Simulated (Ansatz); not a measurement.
System: sum formula SiBr₃Cl, net charge 0, singlet state. 
Geometry from a B3LYP-D3(BJ)/def2-TZVP (Ansatz, a quantum-chemistry and plane-wave program) optimisation:
```
Si
Cl 1 2.0385
Br 1 2.2067 2 109.24
Br 1 2.2067 2 109.24 3 120.00
Br 1 2.2067 2 109.24 3 -120.00
```
Charge 0, spin multiplicity 1.

Parts of the frozen-core correlation energy in def2-QZVPPD (Ansatz, hartree). Frozen orbitals: 52; correlated occupied orbitals by spin: 16 and 16; virtual: 381 and 381. No spin-orbit coupling. Non-relativistic.

| term | value |
|---|---|
| reference (HF) | -8466.07664 |
| MP2 opposite-spin | … |
| MP2 same-spin | … |
| CCSD correlation | … |
| (T) | -0.04532 |
| T1 diagnostic | 0.010 |
| largest doubles amplitude | 0.015 |

Question: Fill in the missing entries.

Answer: 
- MP2 opposite-spin, value: -0.65451
- MP2 same-spin, value: -0.21194
- CCSD correlation, value: -0.91364
